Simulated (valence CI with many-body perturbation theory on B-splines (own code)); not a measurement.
**Energy levels of Tc III**

Level of theory: valence CI with perturbative core correlation (CI+MBPT): five valence electrons over a frozen Dirac-Fock core [Kr], a basis of 7 s, 7 p, 8 d, 6 f, 4 g, 1 h functions for each j, with the one-electron correlation potential Σ1 (screened to all orders), the two-electron term Σ2, the three-electron term Σ3, Breit, model QED; selected single and double excitations, second order for the rest, scaled by the run's own slope (own B-spline code, finite nucleus).

No measured levels were compared; by estimate terms of the open shell hold to 2 to 4 % of their energy, and close levels can change places; different configurations can be misplaced against each other by 1,000 to 8,000 cm⁻¹. Core correlation moves these levels by up to 14000 cm⁻¹, and in measured spectra 5 to 20 % of such shifts remained as error; rates that hang on mixing are uncertain with them. Among the levels kept, up to 2200 cm⁻¹ of a level comes from second order outside the variational space, and about a tenth of that is noise between levels of different J, which matters for small intervals. Only levels of the ground parity were solved; by the run's estimate the other parity begins above the list, which can be wrong where configurations are misplaced.

Levels 46 to 54 of 54, with energies above the lowest level, 4d5 6S_5/2. "Leading %" is the weight of the configuration and term that name the level; weights of strongly mixed levels are sums over their largest components and can fall short. Lifetimes count E1, E2, E3, M1 and M2 decay at the calculated energies, and are blank where another channel may lead or the interval is too uncertain; long ones can be off by a factor of two.

| No. | Configuration | Term | J | E (eV) | Leading % | Second component | g | Lifetime |
| --- | --- | --- | --- | --- | --- | --- | --- | --- |
| 46 | 4d5 | 2P | 1/2 | 7.557 | 52 | 34 % 4d4 5s 4P | 1.398 |  |
| 47 | 4d4 5s | 4H | 11/2 | 7.589 | 92 | 5 % 4d4 5s 4G | 1.139 | 16.3 ms |
| 48 | 4d4 5s | 4P | 1/2 | 7.593 | 57 | 35 % 4d5 2P | 1.893 |  |
| 49 | 4d4 5s | 4H | 13/2 | 7.654 | 96 |  | 1.228 | 15.4 ms |
| 50 | 4d4 5s | 4P | 3/2 | 7.767 | 91 |  | 1.714 | 13.2 ms |
| 51 | 4d4 5s | 4F | 5/2 | 7.806 | 69 | 26 % 4d4 5s 4G | 0.908 | 12.0 ms |
| 52 | 4d4 5s | 4F | 7/2 | 7.825 | 67 | 25 % 4d4 5s 4G | 1.156 | 11.6 ms |
| 53 | 4d4 5s | 4F | 3/2 | 7.828 | 94 |  | 0.411 | 11.5 ms |
| 54 | 4d4 5s | 4F | 9/2 | 7.854 | 73 | 16 % 4d4 5s 4G | 1.284 | 11.0 ms |

Names give the largest LS component (configuration and term), which can be under half, so a name can repeat, a term be missing and a line seem to break the LS rules; names also repeat where a configuration has a term twice.

Where two levels of one J and parity lie close, their mixing, g and order are uncertain.
